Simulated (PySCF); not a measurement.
Computed shifts of a molecule C3H10BNO, PBE/pcSseg-1 in PySCF, GIAO, gas phase, equivalent atoms averaged, in ppm (number of nuclei): ¹³C: 41.4 (1), 24.0 (1), 2.6 (1). ¹⁵N: 118.7 (1). ¹H: 3.92 (1), 3.21 (1), 3.02 (1), 2.82 (1), 1.32 (3), 0.33 (3). References: ¹³C against TMS (σ = 182.0 ppm); ¹⁵N against NH3 (σ = 267.0 ppm); ¹¹B against BF3 (σ = 83.9 ppm); ¹⁷O against H2O (σ = 334.3 ppm); ¹H against TMS (σ = 31.49 ppm), references at their B3LYP-D3(BJ)/def2-TZVP geometries, non-relativistic. Geometry: B3LYP-D3(BJ)/def2-SVP. Other conformers were not sampled.

Q: Which structure fits?
(A) CNB(C)OC
(B) CC(C)NBO
(C) CCNB(C)O
(D) CB(O)N(C)C

A: C, CCNB(C)O
